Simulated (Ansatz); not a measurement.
## singlet BeS: levels of theory in one basis

| atom | x (Å) | y (Å) | z (Å) |
| --- | --- | --- | --- |
| Be | 0.0000 | 0.0000 | 0.0000 |
| S | 0.0000 | 0.0000 | 1.9162 |

Basis set: def2-SVP (spherical functions). Frozen core: 5 orbitals. Charge 0, multiplicity 1.

Computed with Ansatz (development build ahead of 0.2.0); each method stands on the lowest determinant of its kind that the runs found.

| method | E − E(RHF) (eV) | <S²> of the determinant |
| --- | --- | --- |
| RHF | 0.00 | 0.00 |
| UHF | -0.84 | 1.01 |
| RHF-CCSD(T) | -4.99 | – |
| RHF-CCSDT(Q) | -5.05 | – |

Q: What does RHF-MP2 give on the same scale?

A: -4.36 eV.

Caution for RHF, RHF-MP2, RHF-CCSD(T), RHF-CCSDT(Q): an unrestricted determinant lies well below. Caution for UHF: the unrestricted determinant is a mixture of spin states.
